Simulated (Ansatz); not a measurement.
`SB(S)Cl` and `[SiH3]OB(S)Cl` differ in one atom or group.

Ansatz, PBE0-D4/def2-TZVP geometries, multiplicity 1. Each molecule was computed in one conformer, which needn't be the lowest.

```csv
property,`SB(S)Cl`
HOMO–LUMO gap (ωB97M-V/def2-TZVPP) / eV,10.95
HOMO energy (B3LYP/def2-TZVPP) / eV,-7.50
size of the dipole moment (B3LYP/def2-TZVPP) / D,1.08
LUMO energy (PBE/def2-TZVPP) / eV,-1.88
LUMO energy (ωB97M-V/def2-TZVPP) / eV,1.07
size of the dipole moment (ωB97M-V/def2-TZVPP) / D,1.08
```

What does the change do to each property? (Estimate.)

Computed: 
| property | `[SiH3]OB(S)Cl` | shift |
| --- | --- | --- |
| HOMO–LUMO gap (ωB97M-V/def2-TZVPP) / eV | 11.61 | 0.66 |
| HOMO energy (B3LYP/def2-TZVPP) / eV | -7.74 | -0.24 |
| size of the dipole moment (B3LYP/def2-TZVPP) / D | 1.17 | 0.09 |
| LUMO energy (PBE/def2-TZVPP) / eV | -1.22 | 0.66 |
| LUMO energy (ωB97M-V/def2-TZVPP) / eV | 1.42 | 0.35 |
| size of the dipole moment (ωB97M-V/def2-TZVPP) / D | 1.13 | 0.05 |

With PBE0 the HOMO falls by 0.24 eV and the LUMO rises by 0.70 eV, so the gap widens by about 0.94 eV. PBE moves the HOMO by -0.18 eV and ωB97M-V by -0.32 eV. The zero-point energy changes by 53.2 kJ/mol with +9 modes. Dipoles are sizes alone; their direction can turn.

B3LYP here is the variant with VWN-RPA as its local correlation; programs differ in this.
